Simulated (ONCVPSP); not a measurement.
Ni, ONCV: configuration errors across variants

| Item | Value |
| --- | --- |
| Element | nickel |
| Generator | ONCVPSP 4.0.1 |
| Type | optimised norm-conserving Vanderbilt (ONCV) |
| Functional | PBE |
| Relativity | scalar-relativistic |
| Frozen core | [Ne] |
| Valence charge | 18 |
| Reference configuration | 3s2 3p6 3d8 4s2 |
| Partial waves | 3s+4s: rc 1.00 bohr, ncon 3, nbas 6, qcut 12.2 1/bohr, 2 projectors; 3p: rc 0.75 bohr, ncon 4, nbas 7, qcut 12 1/bohr, 2 projectors, debl 1.8 Ha; 3d: rc 0.75 bohr, ncon 4, nbas 7, qcut 11.2 1/bohr, 2 projectors, debl 4 Ha |
| Local potential | polynomial inside 0.55 bohr (lpopt 3, dvloc0 1 Ha) |
| Core correction | Teter function, fcfact 4, rcfact 1.3 |

In the p channel the program set the typed energies aside and used -2.623, 0.250 Ha.

All-electron excitation energies from the reference (eV): (1) 3s2 3p6 3d8 4s1 9.323; (2) 3s2 3p6 3d8 4s0 26.674; (3) 3s2 3p6 3d7 4s0 64.140; (4) 3s2 3p6 3d8.5 4s1.5 -1.183.

Errors AE − PS in meV (a dash: test not solved or not reliable):

```
    change   (1)   (2)   (3)   (4)  bound ghosts  GHOST(+) flags above zero
      base  -0.4  -0.2  -2.5  -0.5          none                          s
s: rc 0.72  -0.3  -0.3  -1.4  -0.5          none                          s
s: rc 0.88  -0.4  -0.3  -2.1  -0.5          none                          s
s: rc 1.04  -0.4  -0.2  -2.7  -0.5          none                          s
s: rc 1.18  -0.4  -0.2  -3.6  -0.4          none                          s
s: rc 1.44  -0.5  -0.7  -5.3  -0.4          none                          s
```

**Question.** Give the same row for: s: rc 1.28.

**Answer.** -0.5, -0.4, -4.4, -0.4; bound ghosts: none; GHOST(+) flags above zero: s.
